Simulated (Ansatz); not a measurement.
A structure relaxed at PBE0-D4/def2-SVP in Ansatz, charge 0, singlet:

Cartesian coordinates in Å:
```
Ru -0.907 -0.557 -0.618
Ru 0.907 0.558 0.617
F -2.067 0.835 -0.635
F 2.052 -0.846 0.657
F 0.035 -0.918 -2.123
F 1.209 1.887 -0.576
F -0.036 0.943 2.115
F -1.194 -1.902 0.562
```

Give its formula and point group.

Ru2F6. Point group D3d (tolerance 0.1 Å).

Summarise the bond lengths by kind (pairs closer than 1.2 times the sum of covalent radii, bridged metal pairs left out).

6 × F–Ru 1.81 Å; 1 × Ru–Ru 2.46 Å.

In the def2 sets Ru takes a core potential; there is no spin–orbit coupling. The restricted singlet is unstable towards broken spin symmetry in Hartree–Fock (as tested in another run); at PBE0-D4/def2-SVP this wasn't settled. Another isomer (singlet) lies 0.06 eV lower at PBE0-D4/def2-SVP; other spin states weren't run for this one.
